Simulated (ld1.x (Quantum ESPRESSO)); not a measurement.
Before and after: TM potential for I

| Quantity | Value |
| --- | --- |
| Element | iodine (I) |
| Generator | ld1.x (Quantum ESPRESSO) 7.5 |
| Type | norm-conserving Troullier–Martins (Kleinman–Bylander form) |
| Functional | PBEsol |
| Relativity | scalar-relativistic |
| Frozen core | [Kr] 4d10 |
| Valence charge | 7 |
| Reference configuration | 5s1.75 5p5.25 |
| Partial waves | 5p (bound): rc 2.00 bohr; 5d channel at 0.2 Ry: rc 1.70 bohr; 5s (bound): rc 1.45 bohr |
| Local potential | the s channel |
| Core correction | none |

Change: reference 5s2 5p4.5.

Cutoffs: the cutoffs (Ry, on a coarse ladder) from which the occupation-weighted sum of valence levels, in a spherical-Bessel basis at the reference potential, stays within 10 and 1 mRy of its value at 400 Ry; they do not see the model core or the augmentation charge, which bear on the density cutoff. Errors are all-electron minus pseudo energies relative to the spin-unpolarised reference configuration.

**Question.** What does the change do?

**Answer.** The potential gets neither clearly harder nor softer (55 Ry and 110 Ry → 55 Ry and 110 Ry); both files keep a bound ghost (d); the range in which the d phases agree widens (upper end 1.5 → at the end of the scan).

```tsv
quantity	base	changed
cutoff, loose	55 Ry	55 Ry
cutoff, tight	110 Ry	110 Ry
bound ghosts	d	d
largest error over its own tests, meV	-33	-24
s: phases at 2.19 bohr within 0.05 rad from the reference energy up to (Ry; the scan ends near 5)	2.2	1.9
p: phases at 2.19 bohr within 0.05 rad from the reference energy up to (Ry; the scan ends near 5)	to the end of the scan	to the end of the scan
d: phases at 2.19 bohr within 0.05 rad from the reference energy up to (Ry; the scan ends near 5)	1.5	to the end of the scan
```

 A true bound ghost makes a file unfit for plane-wave use even where its test errors are small: the radial tests pick states by their node count and pass the ghost by.
